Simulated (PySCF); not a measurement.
# SnH₂ at several levels of theory

All levels use the PBE0 minimum (singlet; Sn–H 1.773 Å (×2); H–Sn–H 90.6°), basis [Sn def2-TZVP with ECP28, H def2-TZVP], scalar-relativistic core potentials, density fitting, no spin–orbit coupling, PySCF. For vertical energies the ionised species is a doublet (spins chosen at PBE0 and kept) and the electron-attached one a doublet. Atomisation goes to high-spin ground-configuration atoms, without zero-point energy. Open shells are unrestricted, also as the reference of the correlated levels. A dash marks a value that was not computed or is not defined at that level.

Z-matrix (Å, degrees; charge 0 multiplicity 1):
```
Sn
H  1 1.7725
H  1 1.7725 2 90.59
```

| level | atomisation (kJ/mol) | vertical IP (eV) | vertical EA (eV) | −ε(HOMO) (eV) | gap (eV) | dipole (D) |
| --- | --- | --- | --- | --- | --- | --- |
| PBE0 | 518 | 8.92 | 1.14 | 6.62 | 3.65 | 0.72 |
| CCSD(T) | ? | ? | ? | – | – | – |
| HF | 357 | 8.04 | 0.66 | 8.71 | 8.48 | 0.65 |
| PBE | ? | ? | ? | ? | ? | ? |
| r2SCAN | 529 | 8.91 | 1.25 | 5.91 | 2.32 | 0.73 |
| B3LYP | 543 | 9.05 | 1.11 | 6.50 | 3.24 | 0.86 |
| TPSSh | 556 | 8.92 | 1.09 | 6.16 | 2.83 | 0.77 |
| MP2 | 474 | 8.96 | 0.99 | – | – | – |
| PBEsol | 549 | 8.88 | 1.12 | 5.66 | 1.88 | 0.68 |
| TPSS | 558 | 8.91 | 1.07 | 5.79 | 2.15 | 0.79 |

(1) Fill in the row of CCSD(T).

(2) Fill in the row of PBE.

## Answers

(1) atomisation (kJ/mol) 511, vertical IP (eV) 8.94, vertical EA (eV) 1.00.

(2) atomisation (kJ/mol) 525, vertical IP (eV) 8.90, vertical EA (eV) 1.10, −ε(HOMO) (eV) 5.68, gap (eV) 1.91, dipole (D) 0.77.

For SnH₂ itself CCSD(T) correlates 16 electrons; T1 = 0.015, D1 = 0.043, (T) = -21 kJ/mol.

Without diffuse functions attachment energies tend to come out too low.
